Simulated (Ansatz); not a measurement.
In(pzH)Cl3 (C₃H₄Cl₃InN₂). Total charge 0; triplet. Geometry PBE-D4/def2-SVP, that of the neutral singlet.

```xyz
13

In    2.1240    0.1866    1.1842
N     0.2337   -0.0760   -0.0595
C    -0.0846   -0.6253   -1.2456
C    -1.4654   -0.4743   -1.4848
C    -1.9548    0.2025   -0.3629
N    -0.9032    0.4178    0.4590
H     0.6906   -1.0968   -1.8604
H    -2.0345   -0.8112   -2.3565
H    -2.9627    0.5398   -0.0979
H    -0.8250    0.8821    1.3854
Cl    2.8134   -2.0104    1.7039
Cl    0.8328    1.3313    2.8792
Cl    3.5356    1.5338   -0.1441
```

In the def2 sets In takes a core potential; there is no spin–orbit coupling. At PBE-D4/def2-TZVP the gap within one spin of the charge 0 triplet nearly closes, so an electron or hole may be smeared out by delocalisation error. At PBE0-D4/def2-TZVP a singlet of charge 0 lies 4.60 eV below the triplet at the same geometry.

Problem. Estimate the α-spin orbital energies around the gap (eV) in Ansatz with PBE-D4/def2-TZVP, r2SCAN-D4/def2-TZVP, PBE0-D4/def2-TZVP.

Solution. 
| orbital | PBE-D4/def2-TZVP | r2SCAN-D4/def2-TZVP | PBE0-D4/def2-TZVP |
| --- | --- | --- | --- |
| HOMO−5 | -7.55 | -7.88 | -8.92 |
| HOMO−4 | -7.48 | -7.86 | -8.89 |
| HOMO−3 | -7.43 | -7.76 | -8.77 |
| HOMO−2 | -7.42 | -7.74 | -8.77 |
| HOMO−1 | -7.30 | -7.64 | -8.67 |
| HOMO | -2.91 | -3.39 | -4.35 |
| LUMO | -2.90 | -2.71 | -2.00 |
| LUMO+1 | -1.24 | -0.95 | -0.24 |
| LUMO+2 | -0.50 | -0.20 | 0.25 |
| LUMO+3 | 0.01 | 0.52 | 0.75 |
| LUMO+4 | 0.33 | 0.83 | 1.02 |
| LUMO+5 | 0.35 | 0.84 | 1.10 |
| β HOMO | -7.22 | -7.43 | -8.37 |
| β LUMO | -7.01 | -6.60 | -5.87 |
